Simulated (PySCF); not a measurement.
C₃H₅N₂, SMILES c1c[nH+]c[nH]1, charge +1. Geometry optimised at r2SCAN-D4/def2-SVP. The isomer is the one that the SMILES or the coordinates give; other isomers of the formula were not compared.

Problem. Give the equilibrium geometry at r2SCAN-D4/def2-SVP (PySCF confirms it by a frequency run) as bond lengths and angles, and its point group. (An estimate is asked for; the answer gives what the named calculation found.)

Solution. point group C2v.
Atoms: C1 C2 N3 C4 N5 H6 H7 H8 H9 H10. Bonds (Å): C1–C2 1.369, C1–N5 1.379, C1–H6 1.088, C2–N3 1.379, C2–H7 1.088, N3–C4 1.336, N3–H8 1.020, C4–N5 1.336, C4–H9 1.089, N5–H10 1.020. Bond angles (°): C2–C1–N5 106.4, C2–C1–H6 131.1, N5–C1–H6 122.5, C1–C2–N3 106.4, C1–C2–H7 131.1, N3–C2–H7 122.5, C2–N3–C4 110.1, C2–N3–H8 125.5, C4–N3–H8 124.4, N3–C4–N5 106.9, N3–C4–H9 126.5, N5–C4–H9 126.5, C1–N5–C4 110.1, C1–N5–H10 125.5, C4–N5–H10 124.4.
Charge +1, spin multiplicity 1.
